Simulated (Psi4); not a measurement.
C$_{3}$H$_{3}$, doublet, geometry from GFN2-xTB; CCSD(T)/cc-pVDZ in Psi4 1.11.

Here is a job for Psi4.
```
memory 2 GB

molecule {
0 2
  C     0.01137253    0.00043044    0.89107543
  C     0.06264617   -0.66008582   -0.41729858
  C     0.04247067    0.66144996   -0.41767946
  H    -0.79304238   -0.01164344    1.60888743
  H     0.07098274   -1.56700412   -0.97228411
  H     0.02312338    1.56788010   -0.97318762
}

set basis cc-pvdz
set reference uhf

energy('ccsd(t)')
print_variables()
```

The log (banner, timings and long lists left out):

```
   => Loading Basis Set <=

    Name: CC-PVDZ
    Role: ORBITAL
    Keyword: BASIS

         ---------------------------------------------------------
                                   SCF
               by Justin Turney, Rob Parrish, Andy Simmonett
                          and Daniel G. A. Smith
                              UHF Reference
         ---------------------------------------------------------

  ==> Geometry <==

    Molecular point group: c1
    Full point group: C1

    Geometry (in Angstrom), charge = 0, multiplicity = 2:

       Center              X                  Y                   Z               Mass
    ------------   -----------------  -----------------  -----------------  -----------------
         C           -0.006397978124     0.000156675445     0.882517745269    12.000000000000
         C            0.044875661876    -0.660359584555    -0.425856264731    12.000000000000
         C            0.024700161876     0.661176195445    -0.426237144731    12.000000000000
         H           -0.810812888124    -0.011917204555     1.600329745269     1.007825032230
         H            0.053212231876    -1.567277884555    -0.980841794731     1.007825032230
         H            0.005352871876     1.567606335445    -0.981745304731     1.007825032230

  Running in c1 symmetry.

  Rotational constants: A =      1.05705  B =      0.89107  C =      0.49816 [cm^-1]
  Rotational constants: A =  31689.65970  B =  26713.56203  C =  14934.47256 [MHz]
  Nuclear repulsion =   57.958389962520712

  Charge       = 0
  Multiplicity = 2
  Electrons    = 21
  Nalpha       = 11
  Nbeta        = 10

  ==> Algorithm <==

  SCF Algorithm Type is PK.
  DIIS enabled.
  MOM disabled.
  Fractional occupation disabled.
  Guess Type is SAD.
  Energy threshold   = 1.00e-08
  Density threshold  = 1.00e-08
  Integral threshold = 1.00e-12

  ==> Primary Basis <==

  Basis Set: CC-PVDZ
    Blend: CC-PVDZ
    Number of shells: 27
    Number of basis functions: 57
    Number of Cartesian functions: 60
    Spherical Harmonics?: true
    Max angular momentum: 2

  ==> Integral Setup <==

  Using in-core PK algorithm.
   Calculation information:
      Number of atoms:                   6
      Number of AO shells:              27
      Number of primitives:             81
      Number of atomic orbitals:        60
      Number of basis functions:        57

      Integral cutoff                 1.00e-12
      Number of threads:                 1

  Performing in-core PK
  Using 2734062 doubles for integral storage.
  We computed 71631 shell quartets total.
  Whereas there are 71631 unique shell quartets.

  ==> DiskJK: Disk-Based J/K Matrices <==

    J tasked:                  Yes
    K tasked:                  Yes
    wK tasked:                  No
    Schwarz Cutoff:          1E-12

  Minimum eigenvalue in the overlap matrix is 2.0211767765E-03.
  Reciprocal condition number of the overlap matrix is 4.1166453792E-04.
    Using symmetric orthogonalization.

  ==> Pre-Iterations <==

  SCF Guess: Superposition of Atomic Densities via on-the-fly atomic UHF (no occupation information).

   -------------------------
    Irrep   Nso     Nmo
   -------------------------
     A         57      57
   -------------------------
    Total      57      57
   -------------------------

  ==> Iterations <==

                        Total Energy        Delta E     RMS |[F,P]|

   @UHF iter SAD:  -114.61731345100205   -1.14617e+02   0.00000e+00
   @UHF iter   1:  -115.15532770042110   -5.38014e-01   4.39608e-03 DIIS/ADIIS
   @UHF iter   2:  -115.19474010192459   -3.94124e-02   1.78422e-03 DIIS/ADIIS
   @UHF iter   3:  -115.20106681024022   -6.32671e-03   5.05515e-04 DIIS/ADIIS
   @UHF iter   4:  -115.20235298326921   -1.28617e-03   2.02691e-04 DIIS/ADIIS
   @UHF iter   5:  -115.20262404127951   -2.71058e-04   1.05681e-04 DIIS/ADIIS
   @UHF iter   6:  -115.20272426210175   -1.00221e-04   4.55686e-05 DIIS
[...]
  @UHF Final Energy:  -115.20274474198362
    Total Energy =                       -115.2027447419836221
[...]
              9  22        -0.0137310331
              7   1         0.0090540994
              8   5         0.0088476322
              9  12        -0.0082834453
              9  16        -0.0074754801
              8  21         0.0073309449
              9  18        -0.0073300786
              8  27         0.0062564145

    Largest TIJAB Amplitudes:
     10   8   4   0        -0.0185088078
      8   7   4   0        -0.0167278136
      9   8  11   4         0.0120237985
      9   8   7   4         0.0116472639
     10   8  14   0        -0.0105685142
     10   5   7   0        -0.0101939205
      8   7  14   0        -0.0096809440
     10   9  12  10        -0.0092403784
     10   9   7   0         0.0091503742
     10   9  12   4        -0.0091236268

    Largest Tijab Amplitudes:
      9   8   5   1         0.0213222044
      9   7   5   0         0.0187328163
      8   7   5   1        -0.0124711026
      9   7  12   1        -0.0124359204
      9   8  12   5        -0.0119505745
      9   4   8   0         0.0115583269
      9   7  15   0         0.0108407804
      9   8  15   1         0.0106832186
      8   7   8   5         0.0106637473
      9   7  10   0        -0.0100677859

    Largest TIjAb Amplitudes:
     10   9   0   0         0.0832848655
      7   9   0   0        -0.0487556671
      8   9   0   0        -0.0457869138
      9   8   4   5        -0.0415953252
     10   9  13   0         0.0287834109
     10   9   0  13         0.0281838343
      9   9   4   1        -0.0279105406
      8   9   4   0        -0.0272207838
      5   4   0   0         0.0249163457
     10   7   0   5         0.0240478856

    SCF energy       (wfn)                    = -115.202744741983622
    Reference energy (file100)                = -115.202744741983949

    Opposite-spin MP2 correlation energy      =   -0.281181887932240
    Same-spin MP2 correlation energy          =   -0.094817848435939
    Singles MP2 correlation energy            =   -0.000000000000000
    MP2 correlation energy                    =   -0.375999736368180
      * MP2 total energy                      = -115.578744478352135

    Opposite-spin CCSD correlation energy     =   -0.317269035159866
    Same-spin CCSD correlation energy         =   -0.085908988242474
    Singles CCSD correlation energy           =   -0.000000000000000
    CCSD correlation energy                   =   -0.403178023402340
      * CCSD total energy                     = -115.605922765386296

            **************************
            *                        *
            *        CCTRIPLES       *
            *                        *
            **************************

    Wave function   =    CCSD_T
    Reference wfn   =      UHF

    Nuclear Rep. energy (wfn)                =   57.958389962520712
    SCF energy          (wfn)                = -115.202744741983622
    Reference energy    (file100)            = -115.202744741983949
    CCSD energy         (file100)            =   -0.403178023402340
    Total CCSD energy   (file100)            = -115.605922765386296

    Number of ijk index combinations:
    Spin Case AAA:                                 165
    Spin Case BBB:                                 120
    Spin Case AAB:                                 550
    Spin Case ABB:                                 495
    AAA (T) energy                             =   -0.000405167566691
    BBB (T) energy                             =   -0.000347813328726
    AAB (T) energy                             =   -0.007846360068450
    ABB (T) energy                             =   -0.007146472966496
    (T) energy                                   =   -0.015745813930363
      * CCSD(T) total energy                     = -115.621668579316648

  Variable Map:
  ----------------------------------------------------------------------------
[...]
  Array Variable Map:
  ----------------------------------------------------------------------------
[...]
[...]
```
